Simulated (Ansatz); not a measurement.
System: CCl2F, net charge 0, doublet state. It need not be the lowest isomer of its formula. 
Geometry from a B3LYP-D3(BJ)/def2-TZVP (Ansatz, a quantum-chemistry and plane-wave program) optimisation:
```xyz
4

C     -0.0366    -0.4507    -0.0829
F     -0.1206    -1.3046     0.9320
Cl    -1.4315     0.5475    -0.2506
Cl     1.5082     0.3022    -0.2135
```
Charge 0, spin multiplicity 2.

Basis-set convergence of Hartree-Fock and CCSD(T) correlation energies (hartree) with Ansatz. Correlated levels leave the core frozen unless marked. Open shells are spin-unrestricted. No spin-orbit coupling. No relativistic terms.

```json
[
 {"basis": "cc-pV(D+d)Z", "functions": "74", "E(HF)": "-1056.25751", "E(corr, CCSD(T))": "-0.62206"},
 {"basis": "cc-pV(T+d)Z", "functions": "138", "E(HF)": "…", "E(corr, CCSD(T))": "…"}
]
```

Q: Some entries are withheld; supply them.

A: 
- cc-pV(T+d)Z, E(HF): -1056.33621
- cc-pV(T+d)Z, E(corr, CCSD(T)): -0.82831
